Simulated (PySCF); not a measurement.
C₂H₃Br. Atoms are numbered in the order given.

```xyz
6

C      0.3099    -2.0959     0.0000
C     -0.5215    -1.0723     0.0000
Br     0.0449     0.7215     0.0000
H      1.3853    -1.9709     0.0000
H     -0.0879    -3.1045     0.0000
H     -1.5991    -1.1671     0.0000
```
Charge 0, spin multiplicity 1.

Geometry: PBE0-D3(BJ)/def2-TZVP.

Method: PBE0/pcSseg-2 in PySCF.

GIAO shieldings, no solvent; atoms listed in one row are averaged. δ = σ(ref) − σ: ¹³C against TMS (σ = 186.1 ppm); ¹H against TMS (σ = 31.54 ppm), references at their B3LYP-D3(BJ)/def2-TZVP geometries, non-relativistic (without spin–orbit terms, shifts of atoms bonded to Cl or Br come out too high).

```csv
nucleus,atoms,count,δ (ppm)
¹³C,C2,1,142.8
¹³C,C1,1,132.4
¹H,H6,1,6.80
¹H,H4,1,6.01
¹H,H5,1,5.90
```
